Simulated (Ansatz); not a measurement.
Two members of one family ((X2Al)2Y), computed with Ansatz in the gas phase. The two geometries come from different levels. Binding counts from free atoms in the multiplicity of their measured ground term, without zero-point energy. The structures are stationary points that may keep the symmetry of their start.

First: [(OH)2Al]2O (singlet, charge 0, PBE0-D4/def2-SVP geometry).

```xyz
11

Al   -0.727   -1.133    0.801
O    -0.952   -1.259    2.479
O    -1.366   -2.352   -0.187
O     0.098    0.148    0.081
Al    0.830    1.276   -0.947
O     2.512    1.381   -1.123
O    -0.057    2.409   -1.842
H    -0.630   -0.626    3.122
H    -1.839   -3.109    0.164
H     3.141    0.814   -0.678
H    -1.012    2.451   -1.870
```

```tsv
level	HOMO (eV)	LUMO (eV)	gap (eV)	binding per atom (eV)
PBE-D4/def2-SVP	-6.71	-1.44	5.27	4.34
PBE-D4/def2-TZVP	-7.18	-1.74	5.44	4.38
B3LYP-D4/6-31G	-8.17	-1.30	6.88	3.81
PBE0-D4/def2-SVP	-8.50	-0.63	7.88	4.21
PBE0-D4/def2-TZVP	-8.89	-0.91	7.98	4.25
```

Second: [(OH)2Al]2NH (singlet, charge 0, B3LYP-D4/def2-SVP geometry).

```xyz
12

Al   -0.7880   -0.2128   -0.9147
O    -2.2868   -1.0211   -0.6685
O    -0.7866    0.7182   -2.3621
N     0.8059   -0.9433   -0.2586
Al    0.9987    0.1740    1.0608
O    -0.4950    1.0169    0.6109
O     1.8809    0.7111    2.3922
H    -2.3616   -1.8123   -0.1317
H     0.0234    0.9471   -2.8225
H     1.3371   -1.7307   -0.6046
H    -1.0257    1.7587    0.9134
H     2.6976    0.3942    2.7854
```

Q: Estimate the same table for the second.

A: 
| level | HOMO (eV) | LUMO (eV) | gap (eV) | binding per atom (eV) |
| --- | --- | --- | --- | --- |
| PBE-D4/def2-SVP | -5.46 | -1.60 | 3.85 | 4.17 |
| PBE-D4/def2-TZVP | -5.79 | -1.87 | 3.92 | 4.18 |
| B3LYP-D4/6-31G | -6.81 | -1.43 | 5.38 | 3.72 |
| PBE0-D4/def2-SVP | -6.94 | -0.80 | 6.13 | 4.04 |
| PBE0-D4/def2-TZVP | -7.18 | -1.05 | 6.14 | 4.06 |
